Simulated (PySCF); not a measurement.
Ga(H)2(SiMe3), C3H11GaSi, SMILES C[Si](C)([GaH2])C (GFN2-xTB optimised geometry):

```
16

Ga    -1.568    -0.019     0.000
H     -2.548     1.282     0.000
H     -2.560    -1.310    -0.054
Si     0.869    -0.019     0.000
C      1.482    -1.548    -0.988
C      1.562    -0.087     1.792
C      1.465     1.590    -0.861
H      2.560    -1.670    -0.953
H      1.031    -2.454    -0.587
H      1.186    -1.470    -2.031
H      1.215    -0.985     2.299
H      1.215     0.770     2.365
H      2.647    -0.088     1.817
H      0.993     2.454    -0.398
H      1.181     1.586    -1.912
H      2.541     1.728    -0.805
```

Computed with PySCF with PBE0/def2-TZVP.

**Question.** What are the frontier orbital energies and the dipole moment?

**Answer.** HOMO-2 -8.62 eV, HOMO-1 -7.76 eV, HOMO -7.09 eV, LUMO -1.87 eV, LUMO+1 0.76 eV; dipole moment 1.84 D.

On the same geometry PBE/def2-TZVP run with PySCF gives HOMO-2 -7.34 eV, HOMO-1 -6.55 eV, HOMO -6.03 eV, LUMO -2.65 eV, LUMO+1 -0.07 eV; dipole moment 1.87 D.

Meta-Löwdin charges at PBE0/def2-TZVP: Ga1 0.09, H2 -0.08, H3 -0.08, Si4 0.68, C5 -0.59, C6 -0.59, C7 -0.59, H8 0.13, H9 0.13, H10 0.13, H11 0.13, H12 0.13, H13 0.13, H14 0.13, H15 0.13, H16 0.13.
